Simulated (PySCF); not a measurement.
## Ru: ionisation energy

Ru [Kr] 4d7 5s1 (5F) → Ru⁺ [Kr] 4d7 (4F), as a difference of total energies. All numbers are calculated (PySCF 2.14, a scalar-relativistic core potential, in cc-pVDZ-PP with ECP28MDF). Correlated levels: valence: 4s2 4p6 frozen. The calculations carry no spin-orbit coupling.

| method | ionisation energy (eV) |
| --- | --- |
| UHF | 6.296 |
| B3LYP | 7.633 |
| M06-L | 7.177 |
| MP2 (valence) | 6.936 |
| SCS-MP2 (valence) | 6.735 |

Question: How much does correlation contribute at MP2 (valence)?

Answer: 6.936 − (6.296) = 0.640 eV, measured against UHF.

Errors of the correlated levels include the incompleteness of this basis and the frozen core.

For comparison: 7.365 eV (measured; NIST levels, between the centres of gravity of the two terms).
